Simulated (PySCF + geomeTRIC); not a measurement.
Species: CH2B2O, SMILES `C1B2OB12` (charge 0, multiplicity 1).

Q: Give a relaxed geometry from PySCF + geomeTRIC with r2SCAN-D4/def2-TZVP.

A: the end point of this relaxation (outside a Z-matrix the atoms follow the SMILES, hydrogens last).
Bond lengths (Å): C1–B2 1.557, C1–B4 1.557, C1–H5 1.088, C1–H6 1.088, B2–O3 1.385, B2–B4 1.773, O3–B4 1.385. Angles (°): B2–C1–B4 69.4, B2–C1–H5 117.4, B2–C1–H6 117.5, B4–C1–H5 117.4, B4–C1–H6 117.5, H5–C1–H6 111.7, C1–B2–O3 105.5, C1–B2–B4 55.3, O3–B2–B4 50.2, B2–O3–B4 79.6, C1–B4–B2 55.3, C1–B4–O3 105.5, B2–B4–O3 50.2.
